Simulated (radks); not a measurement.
Initial-state core-level shifts of neutral gadolinium when its valence configuration changes from [Xe] 4f7 5d1 6s2. Calculated with a radial shooting solver on a logarithmic mesh with Libxc functionals: Dirac Kohn-Sham, LDA (Slater exchange, Perdew-Wang correlation), spin-unpolarised, spherical densities, finite nucleus; open shells are shared between the two j in proportion to 2j + 1; Fermi nuclear charge, rms radius 5.1569 fm. Shifts are changes of the shell-averaged eigenvalues in eV (positive: less bound); the change of the density at the nucleus, which sets a Mossbauer isomer shift, is in e/bohr^3, on a base of 6.26e+05.

[
 {"valence": "4f5 5d3 6s2", "2s": "-16.639", "2p": "-16.396", "4p": "-16.815", "5p": "-5.519", "density at nucleus": "+85.44"},
 {"valence": "4f6.5 5d1.5 6s2", "2s": "-3.822", "2p": "-3.770", "4p": "-3.926", "5p": "-1.422", "density at nucleus": "+19.70"},
 {"valence": "4f7 5d1 6s1 6p1", "2s": "-1.297", "2p": "-1.297", "4p": "-1.298", "5p": "-1.287", "density at nucleus": "-25.80"},
 {"valence": "4f7 5d2 6s1", "2s": "+1.411", "2p": "+1.408", "4p": "+1.399", "5p": "+1.343", "density at nucleus": "-32.41"},
 {"valence": "4f7 5d3", "2s": "+2.322", "2p": "+2.316", "4p": "+2.308", "5p": "+2.231", "density at nucleus": "-59.06"},
 {"valence": "4f7 5d0.5 6s2 6p0.5", "2s": "-1.577", "2p": "-1.576", "4p": "-1.564", "5p": "-1.505", "density at nucleus": "+6.64"},
 {"valence": "4f8 6s2", "2s": "+6.807", "2p": "+6.724", "4p": "+7.085", "5p": "+2.952", "density at nucleus": "-34.92"},
 {"valence": "4f7 5d1 6p2", "2s": "-2.493", "2p": "-2.492", "4p": "-2.495", "5p": "-2.467", "density at nucleus": "-55.61"},
 {"valence": "4f8 5d1 6s1", "2s": "+7.686", "2p": "+7.602", "4p": "+7.959", "5p": "+3.888", "density at nucleus": "-61.85"}
]
